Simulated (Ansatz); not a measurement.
## The atomisation energy (no zero-point term) down a group: O to Te

Gas-phase molecules, one atom swapped for its congeners: H2O (water) `O`; H2S (hydrogen sulfide) `S`; H2Se (hydrogen selenide) `[SeH2]`; H2Te `[TeH2]`. All are singlets with charge 0.

Shapes, held fixed at every level: PBE0-D4/def2-TZVP. Programs: Ansatz 0.2.0. Values in eV.

| level | H2O | H2S | H2Se | H2Te |
| --- | --- | --- | --- | --- |
| HF/def2-TZVPP | 6.72 | 5.61 | 4.83 | 4.04 |
| B3LYP-D4/def2-TZVPP | 9.97 | 7.92 | 7.11 | 6.24 |
| r2SCAN0-D4/def2-TZVPP | 9.68 | 7.81 | 6.99 | 6.03 |
| wB97X-V/def2-TZVPP | 9.93 | 7.98 | 7.13 | 6.24 |
| CCSD(T)/def2-SVP | 9.22 | 7.32 | 6.62 | 5.67 |
| CCSD(T)/def2-TZVPP | 9.81 | 7.75 | 6.99 | 6.11 |

At CCSD(T)/def2-TZVPP the atomisation energy falls at every step, from 9.81 to 6.11 eV. Every level shows the same order. For atoms past krypton def2 sets carry core potentials with scalar relativity. Relativity is left out for Se. Outer-core shells of Se, Te are correlated in most correlated rows, in sets that cover them unevenly. Spin-orbit coupling, which grows down the group, is left out (summed over each molecule's free atoms 0.01, 0.02, 0.12, 0.26 eV). Coupled cluster in double- or triple-zeta sets underbinds by a few per cent against its basis-set limit.
